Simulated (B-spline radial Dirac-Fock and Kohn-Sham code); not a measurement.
Elastic scattering of 197 eV electrons by the Pb atom

Calculated with a radial B-spline solver, using relativistic (Dirac) partial waves in the static field of the Dirac-Fock atom with Furness-McCarthy exchange, without polarisation or absorption potentials. Below a few hundred eV the neglected polarisation potential matters, most of all at small angles.

```csv
θ (°),dσ/dΩ (Å²/sr),Sherman function
5,28.2,0.002
10,17.5,0.006
15,9.86,0.014
20,5.49,0.026
25,2.86,0.041
30,1.28,0.060
35,0.451,0.063
40,0.169,-0.081
45,0.199,-0.215
50,0.336,-0.168
55,0.441,-0.127
60,0.454,-0.100
65,0.381,-0.077
70,0.265,-0.051
75,0.152,-0.003
80,0.0702,0.106
85,0.0279,0.370
90,0.0148,0.607
95,0.0151,0.333
100,0.0170,0.006
105,0.0169,-0.266
110,0.0181,-0.437
115,0.0254,-0.388
120,0.0399,-0.260
125,0.0570,-0.172
130,0.0684,-0.125
135,0.0673,-0.104
140,0.0522,-0.103
145,0.0292,-0.136
150,0.00975,-0.284
155,0.00548,-0.336
160,0.0225,-0.052
165,0.0579,-0.012
170,0.100,-0.004
175,0.135,-0.001
```

The total elastic cross section is 8.10 Å², the first transport cross section 1.20 Å² and the second, weighted with (3/2) sin²θ, 2.25 Å². The mean deflection is ⟨1 − cos θ⟩ = 0.148, and 2.6 % of the collisions scatter beyond 90°.

On this grid of angles the cross section has minima near 40°, 90°, 105°, 155°, from interference among the few low partial waves with large phase shifts.
